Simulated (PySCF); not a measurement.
hydrogen telluride cation (H2Te), SMILES [TeH2] (connectivity only; charge and spin as stated), charge +1, multiplicity 2. Geometry: B3LYP-D3(BJ)/def2-TZVPD. The multiplicity is an assumed one; other spin states were not compared. The def2 effective core potentials stand for the cores of Te; spin–orbit coupling is left out.

All values below come from PySCF with B3LYP-D3(BJ)/def2-TZVPD.

Harmonic wavenumbers (cm⁻¹): 885, 2105, 2109. Rotational constants (GHz): 183.9, 178.0, 90.46; symmetry number 2.

Task: Work out the zero-point energy and the ideal-gas rigid-rotor harmonic-oscillator thermochemistry at 298.15 K and 1 atm.

Result: ZPE = ½ Σ hcν = ½ × 5099 cm⁻¹ = 30.50 kJ/mol. H − E(el) = 40.56 kJ/mol. Entropy in J/(mol K): translation 169.42, rotation 58.45, vibration 0.63, spin 5.76, total 234.26. G − E(el) = -29.28 kJ/mol. Cp = 35.50 J/(mol K).
